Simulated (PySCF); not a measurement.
B(GeH3)(H)(OH) (BGeH₅O), SMILES O[BH][GeH3].

Coordinates come from a PBE0-D3(BJ)/def2-SVP optimisation. Other conformers were not sampled.

Method: PBE0-D3(BJ)/def2-SVP (PySCF).

Frequencies are harmonic and unscaled.

```tsv
mode	ν (cm⁻¹)	IR (km/mol)	Raman (Å⁴/amu)	depolarisation	moving atoms (share of kinetic energy)
1	86	1.2	1.1	0.75	H 80 %, B 13 %
2	209	13.4	0.4	0.10	O 42 %, H 35 %, B 12 %, Ge 10 %
3	386	61.2	5.5	0.75	H 95 %
4	439	17.7	8.1	0.29	H 50 %, B 19 %, O 16 %, Ge 15 %
5	606	2.2	12.3	0.40	B 48 %, H 43 %
6	668	32.5	1.7	0.75	H 62 %, B 25 %, O 11 %
7	813	148.0	14.3	0.67	H 97 %
8	857	36.2	10.6	0.75	H 88 %, B 10 %
9	888	30.4	31.1	0.75	H 99 %
10	898	16.7	19.6	0.75	H 94 %
11	1003	77.9	1.1	0.62	H 90 %, O 10 %
12	1172	162.8	6.2	0.35	H 78 %, B 13 %, O 9 %
13	1381	215.2	0.9	0.75	B 63 %, O 33 %
14	2110	126.7	161.3	0.19	H 99 %
15	2142	77.6	216.5	0.12	H 99 %
16	2142	119.2	119.2	0.75	H 98 %
17	2605	140.3	152.5	0.26	H 91 %, B 9 %
18	3876	74.3	61.6	0.23	H 94 %
```
